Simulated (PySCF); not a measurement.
Input for PySCF: R-B3LYP/6-31G* on GeH2O (SMILES [OH][GeH]), a point of a torsion scan.

```python
from pyscf import gto, scf, dft, mp
from pyscf.data.elements import chemcore

mol = gto.M(
    atom='''
    O    -0.90282014    0.21104349    0.24777971
    Ge    0.72313633    0.75352220   -0.12176550
    H    -1.42693511   -0.45695532   -0.18927230
    H     0.69932081    0.45738234   -1.79533583
    ''',
    basis='6-31g*',
    cart=True,
    charge=0, spin=0, verbose=3, max_memory=1800)
mf = dft.RKS(mol, xc='b3lyp')
mf.conv_tol = 1e-8
mf.max_cycle = 100
mf.kernel()
if not mf.converged:
    mf = mf.newton().run(mf.mo_coeff, mf.mo_occ)
```

Task: Predict the final total energy.

Result: -2153.1741 hartree.
